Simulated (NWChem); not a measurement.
Species: PbBrCl, singlet; SMILES [Cl][Pb][Br]

Results from NWChem. Low-valent species are run as closed-shell singlets; no triplet was tried in these runs. The geometry was optimised at PBE0/def2-SVP. def2 effective core potentials on Pb; no spin-orbit coupling. Vertical excitations in the gas phase.

### Question
Predict the results for B3LYP/def2-SVP, TDA. Quantities: lowest excitation, singlet (eV); oscillator strength of that lowest state; lowest state with f > 0.02, singlet (eV); oscillator strength of that bright state; lowest triplet (eV); orbital gap (eV).

### Answer
```json
{
 "lowest excitation, singlet (eV)": "3.24",
 "oscillator_strength_of_that_lowest_state": "0.002",
 "lowest state with f > 0.02, singlet (eV)": "3.92",
 "oscillator_strength_of_that_bright_state": "0.032",
 "lowest triplet (eV)": "2.93",
 "orbital gap (eV)": "4.17"
}
```
